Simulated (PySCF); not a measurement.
System: CH₄BO (charge 0, doublet). It need not be the lowest isomer of its formula. SMILES: BO[CH2]
Coordinates optimised at B3LYP-D3(BJ)/def2-TZVP (Ansatz):
```
O
C 1 1.3516
B 1 1.3592 2 124.33
H 2 1.0768 1 116.03 3 180.00
H 2 1.0810 4 124.75 1 180.00
H 3 1.1888 1 116.49 2 -180.00
H 3 1.1956 6 123.94 1 -180.00
```
Charge 0, spin multiplicity 2.

Dispersion corrections to the total energy (kcal/mol) from the dftd3 and dftd4 libraries through PySCF: D3(BJ) without and D4 with the three-body term, each with the damping fitted for the functional named.

| functional | D3(BJ) | D4 |
|---|---|---|
| TPSS | -2.34 | -2.37 |
| PBE0 | -1.58 | -1.43 |
| B2GP-PLYP | -1.04 | ___ |
| r2SCAN | ___ | -0.42 |
| BHLYP | -2.46 | -1.90 |
| LC-wPBE | -1.67 | ___ |
| B2PLYP | -1.44 | -1.20 |

Q: Some entries are withheld; supply them.

A: 
- B2GP-PLYP, D4: -0.70
- r2SCAN, D3(BJ): -0.50
- LC-wPBE, D4: -1.92
